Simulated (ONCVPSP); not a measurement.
Configuration tests for sulfur (ONCV)

S (Z = 16), optimised norm-conserving Vanderbilt (ONCV), made with ONCVPSP 4.0.1 (PBE, scalar-relativistic). Core [Ne], reference 3s2 3p1 (charge +3). Waves: 3s: rc 1.15 bohr, ncon 3, nbas 6, qcut 7.4 1/bohr, 2 projectors, debl 2.6 Ha; 3p: rc 1.60 bohr, ncon 4, nbas 8, qcut 5.9 1/bohr, 3 projectors, debl 2.6 Ha; d scattering state at 0.02 Ha: rc 1.30 bohr, ncon 4, nbas 8, qcut 7.1 1/bohr, 2 projectors, debl 1.7 Ha. Local part: polynomial inside 0.80 bohr (lpopt 5, dvloc0 0 Ha). Core correction: Teter function fitted to the true core (icmod 2), fcfact 0.7.

In the d channel the program set the typed energies aside and used 0.050, 1.750 Ha.

Energies are relative to the spin-unpolarised reference configuration 3s2 3p1; without spin polarisation the order of configurations can differ from experiment.

```
valence configuration  charge  ΔE all-electron (eV)  error AE − PS (meV)
              3s2 3p4       0               -68.094                  +63
              3s2 3p3      +1               -56.325                  +45
              3s2 3p2      +2               -34.042                  +17
              3s2 3p0      +4                46.797                  +27
```

Levels in the configuration 3s2 3p4:

```tsv
level	all-electron (eV)	pseudo (eV)
3s	-17.256	-17.273
3p	-7.009	-7.020
```

Note: ghosts flagged at negative energy: s at -246.9 eV; no localised positive-energy state flagged. A true bound ghost makes a file unfit for plane-wave use.
